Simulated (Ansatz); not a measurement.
Consider the isomerisation: `CCO[SiH2]C` → `CC(C)O[SiH3]`.

Program: Ansatz. Geometries: PBE0-D4/def2-TZVP. ΔE: electronic, gas phase. CCSD(T)/CBS is the MP2 limit (def2-TZVPP, def2-QZVPP) plus CCSD(T) − MP2 in def2-TZVPP, frozen cores. DFT in def2-TZVPP. B3LYP here is the variant with VWN-RPA as its local correlation; programs differ in this. Each species was taken in one conformer, which may not be the lowest.

```json
{"level": "PBE-D4", "ΔE (kcal/mol)": "8.6", "difference from CCSD(T)/CBS": "0.8"}
{"level": "r2SCAN-D4", "ΔE (kcal/mol)": "8.7", "difference from CCSD(T)/CBS": "0.9"}
{"level": "PBE0-D4", "ΔE (kcal/mol)": "8.6", "difference from CCSD(T)/CBS": "0.8"}
{"level": "B3LYP-D4", "ΔE (kcal/mol)": "8.2", "difference from CCSD(T)/CBS": "0.4"}
{"level": "ωB97X-V", "ΔE (kcal/mol)": "7.8", "difference from CCSD(T)/CBS": "0.0"}
{"level": "ωB97M-V", "ΔE (kcal/mol)": "8.3", "difference from CCSD(T)/CBS": "0.5"}
{"level": "B2PLYP", "ΔE (kcal/mol)": "8.4", "difference from CCSD(T)/CBS": "0.6"}
{"level": "PBE", "ΔE (kcal/mol)": "9.0", "difference from CCSD(T)/CBS": "1.2"}
{"level": "r2SCAN", "ΔE (kcal/mol)": "8.9", "difference from CCSD(T)/CBS": "1.1"}
{"level": "PBE0", "ΔE (kcal/mol)": "8.9", "difference from CCSD(T)/CBS": "1.1"}
{"level": "B3LYP", "ΔE (kcal/mol)": "8.9", "difference from CCSD(T)/CBS": "1.1"}
{"level": "HF/def2-TZVPP", "ΔE (kcal/mol)": "7.8", "difference from CCSD(T)/CBS": "0.0"}
{"level": "MP2/def2-TZVPP", "ΔE (kcal/mol)": "7.6", "difference from CCSD(T)/CBS": "-0.2"}
{"level": "SCS-MP2/def2-TZVPP", "ΔE (kcal/mol)": "7.3", "difference from CCSD(T)/CBS": "-0.5"}
{"level": "CCSD/def2-TZVPP", "ΔE (kcal/mol)": "7.6", "difference from CCSD(T)/CBS": "-0.2"}
{"level": "CCSD(T)/def2-TZVPP", "ΔE (kcal/mol)": "7.5", "difference from CCSD(T)/CBS": "-0.3"}
{"level": "HF/def2-QZVPP", "ΔE (kcal/mol)": "7.8", "difference from CCSD(T)/CBS": "0.0"}
{"level": "MP2/def2-QZVPP", "ΔE (kcal/mol)": "7.8", "difference from CCSD(T)/CBS": "0.0"}
{"level": "SCS-MP2/def2-QZVPP", "ΔE (kcal/mol)": "7.5", "difference from CCSD(T)/CBS": "-0.3"}
{"level": "HF/CBS(def2)", "ΔE (kcal/mol)": "7.8", "difference from CCSD(T)/CBS": "0.0"}
{"level": "MP2/CBS(def2)", "ΔE (kcal/mol)": "7.9", "difference from CCSD(T)/CBS": "0.1"}
{"level": "CCSD/CBS(def2)", "ΔE (kcal/mol)": "7.9", "difference from CCSD(T)/CBS": "0.1"}
{"level": "CCSD(T)/CBS", "ΔE (kcal/mol)": "7.8", "difference from CCSD(T)/CBS": "0"}
```

Largest T1 diagnostic among the species: 0.010.
